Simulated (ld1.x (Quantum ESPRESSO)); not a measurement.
How hard is this Be (Z = 4) PAW potential?

* Element: Be
* Generator: ld1.x (Quantum ESPRESSO) 7.5
* Type: PAW
* Functional: PBE
* Relativity: scalar-relativistic
* Frozen core: [He]
* Valence charge: 2
* Reference configuration: 2s1.75 2p0 (charge +0.25)
* Partial waves: 2s (bound): rcut 1.60, rcutus 1.80 bohr; 2s channel at -0.2 Ry: rcut 1.60, rcutus 1.80 bohr; 2p (bound, empty): rcut 4.30, rcutus 4.60 bohr; 2p channel at 2.05 Ry: rcut 4.30, rcutus 4.60 bohr; 3d channel at -0.2 Ry: rcut 3.30, rcutus 3.55 bohr
* Local potential: all-electron potential smoothed inside 2.80 bohr (lloc = -2)
* Core correction: Bessel-smoothed model core, default radius (core density twice the valence density)
* Augmentation charge: PSQ, inside the norm-conserving radii

The pseudo-atom Hamiltonian at the reference potential is diagonalised in spherical Bessel functions j_l(qr) that vanish at 20 bohr, with q² up to the cutoff. All-electron valence levels (Ry): 2s -0.5516, 2p -0.2775.

How do the lowest levels (Ry) of each channel move with the cutoff, and are there ghosts?

| cutoff (Ry) | s #1 | p #1 | d #1 | d #2 | f #1 | Σ f·Δε (mRy) |
| --- | --- | --- | --- | --- | --- | --- |
| 8 | -0.5507 | -0.2775 | 0.0194 | 0.1013 | 0.0763 | 1.7 |
| 10 | -0.5514 | -0.2775 | 0.0194 | 0.1013 | 0.0763 | 0.5 |
| 12 | -0.5516 | -0.2775 | 0.0194 | 0.1013 | 0.0763 | 0.1 |
| 15 | -0.5516 | -0.2775 | 0.0194 | 0.1013 | 0.0763 | 0.1 |
| 400 | -0.5517 | -0.2775 | 0.0194 | 0.1013 | 0.0763 | 0.0 |

Result: no extra level below or beside the all-electron valence levels (s, p, d, f tested); 10 mRy is reached at 6 Ry and 1 mRy at 10 Ry.
